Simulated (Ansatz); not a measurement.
Pd2S2⁻, relaxed as a doublet with UKS PBE0-D4/def2-SVPD in Ansatz, starting from the GFN1-xTB geometry. Force threshold 0.02 eV/Å.

In the def2 sets Pd takes a core potential; there is no spin–orbit coupling. The relaxation made no stability test and no search for a lower SCF solution. No other spin state of charge -1 was run. The structure comes from a short search, and lower isomers may exist.

Start:

Cartesian coordinates in Å:
```
Pd -0.780 -0.580 -1.329
Pd -0.760 0.699 1.283
S 0.860 0.928 -0.460
S 0.680 -1.047 0.506
```

**Question.** Estimate the energy that the relaxation releases and the steps that it takes.

**Answer.** 37.4 kcal/mol, in 12 steps; 18 s on 4 threads of AMD EPYC 9R45 on a shared host. No frequencies were taken in this run, so the end may be a saddle point.

**Question.** Does the start keep its bonding and symmetry?

**Answer.** Bonds lost: S3–S4 (atoms count from 1). The end is the same structure that another start reached, the lowest one found. Point group C2v at the start, D2h at the end, both within 0.05 Å.

**Question.** Predict the relaxed structure.

**Answer.** 
```csv
atom,x (Å),y (Å),z (Å)
Pd1,-0.0041,-0.6101,-1.2461
Pd2,0.0039,0.6104,1.2468
S3,0.1450,1.5820,-0.7753
S4,-0.1448,-1.5824,0.7746
```
Bond lengths (bridged metal pairs left out): 4 × Pd–S 2.25 Å.
